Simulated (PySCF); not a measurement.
Nitrogen: a sound run and one with changed settings

Sound run: N⁺ [He] 2s2 2p2, N²⁺ [He] 2s2 2p1. Computed with PySCF 2.14 in pcseg-2, with the non-relativistic Hamiltonian (point nucleus). In the sound run the correlated levels freeze 1s2. The sound run starts from symmetry-adapted Hartree-Fock orbitals and uses a fine grid where one is needed.

A second run was set up differently.

```tsv
species	method	sound run (hartree)	changed run (hartree)	converged
N⁺	MP2	-53.95681	-53.96101	yes
N⁺	CCSD(T)	-53.97933	-53.98332	yes
N²⁺	MP2	-52.86807	-52.87186	yes
N²⁺	CCSD(T)	-52.89574	-52.89917	yes
```

Ionisation energy of N⁺:

```
 method  sound run (eV)  changed run (eV)
    UHF          29.221            29.221
    MP2          29.626            29.637
SCS-MP2          29.495            29.502
   CCSD          29.472            29.488
CCSD(T)          29.486            29.501
```

**Question.** What was changed?
A. all electrons correlated in a valence basis
B. a valence shell is frozen
C. level shift left on
D. basis contracted for another Hamiltonian

**Answer.** A. A valence basis has no tight correlating functions, so it recovers only part of the core correlation, and not evenly between atom and ion.
